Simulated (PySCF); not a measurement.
Si(Cl)2(Me)(SH) (CH₄Cl₂SSi), SMILES C[Si](S)(Cl)Cl. Atoms are numbered in the order given.

```xyz
9

C     -1.6475    -1.3411     0.1576
Si    -0.2007    -0.1690     0.0232
S      1.5997    -1.0769    -0.7142
Cl    -0.6261     1.3266    -1.3488
Cl     0.1109     0.6920     1.8932
H     -1.4227    -2.1488     0.8828
H     -2.5466    -0.7952     0.5066
H     -1.8579    -1.7949    -0.8309
H      1.6858    -1.9346     0.3436
```

Coordinates come from a PBE-D3(BJ)/def2-SVP optimisation. The values are those of a single conformer.

Calculation: PBE-D3(BJ)/def2-SVP (PySCF).

Frequencies are harmonic and unscaled.

Computed harmonic wavenumbers and intensities:
| mode | ν (cm⁻¹) | IR (km/mol) | Raman (Å⁴/amu) | depolarisation | moving atoms (share of kinetic energy) |
|---|---|---|---|---|---|
| 1 | 111 | 6.4 | 7.1 | 0.75 | H 41 %, Cl 34 %, C 14 %, S 11 % |
| 2 | 139 | 0.6 | 2.2 | 0.71 | Cl 46 %, S 30 %, C 13 %, H 9 % |
| 3 | 163 | 0.2 | 0.0 | – | H 98 % |
| 4 | 188 | 11.2 | 1.4 | 0.75 | H 64 %, Cl 15 %, S 11 %, C 9 % |
| 5 | 198 | 4.1 | 2.6 | 0.74 | Cl 38 %, H 23 %, C 18 %, Si 13 % |
| 6 | 203 | 3.2 | 3.3 | 0.75 | Cl 31 %, C 20 %, H 19 %, S 16 %, Si 13 % |
| 7 | 211 | 10.2 | 5.2 | 0.66 | Cl 33 %, S 25 %, Si 23 %, C 13 % |
| 8 | 421 | 14.7 | 18.7 | 0.01 | Cl 41 %, S 26 %, C 16 %, Si 11 % |
| 9 | 550 | 96.8 | 3.8 | 0.75 | Si 55 %, S 17 %, Cl 17 %, H 10 % |
| 10 | 559 | 111.5 | 4.7 | 0.71 | Si 52 %, Cl 36 %, H 9 % |
| 11 | 695 | 23.3 | 9.0 | 0.73 | H 69 %, C 16 %, Si 11 % |
| 12 | 740 | 62.8 | 5.0 | 0.24 | H 35 %, Si 34 %, C 27 % |
| 13 | 785 | 79.8 | 0.8 | 0.74 | H 70 %, C 20 %, Si 9 % |
| 14 | 794 | 71.0 | 1.4 | 0.68 | H 68 %, C 17 %, Si 14 % |
| 15 | 1217 | 19.6 | 0.5 | 0.60 | H 78 %, C 22 % |
| 16 | 1371 | 3.0 | 10.6 | 0.75 | H 96 % |
| 17 | 1372 | 4.9 | 10.5 | 0.75 | H 96 % |
| 18 | 2605 | 0.4 | 129.2 | 0.30 | H 97 % |
| 19 | 2982 | 0.1 | 146.6 | 0.00 | H 97 % |
| 20 | 3088 | 0.3 | 86.7 | 0.74 | H 91 %, C 9 % |
| 21 | 3096 | 0.1 | 87.2 | 0.75 | H 91 %, C 9 % |
